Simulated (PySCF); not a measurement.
**How methods differ on the ionisation energy of Se³¹⁺**

Se³¹⁺ [He] 2s1 [2s1/2^1, M_J = 1/2] → Se³²⁺ 1s2, as a difference of total energies. All numbers are calculated (PySCF 2.14, the two-component X2C-1e Hamiltonian, in an uncontracted even-tempered set (17 s from 12 bohr⁻², ratio 2.4; 11 p from 15 bohr⁻², ratio 2.4; 5 d from 47 bohr⁻², ratio 2.6; 4 f from 70 bohr⁻², ratio 2.6)). Correlated levels: nothing frozen; the 28 highest virtual spinors dropped. "Screened" scales the spin-orbit matrix elements by Boettger's factors to mimic the two-electron term; Breit and QED terms are absent.

| method | ionisation energy (eV) |
| --- | --- |
| GHF (screened spin-orbit) | 3638.1 |
| GMP2 (screened spin-orbit) | 3638.3 |

For this ion Breit and QED terms and the two-electron picture change, all absent here, outweigh the correlation shift from GHF to GMP2.

For comparison: 3636.5 eV (theoretical estimate listed by NIST; NIST Atomic Spectra Database, ionization energies).
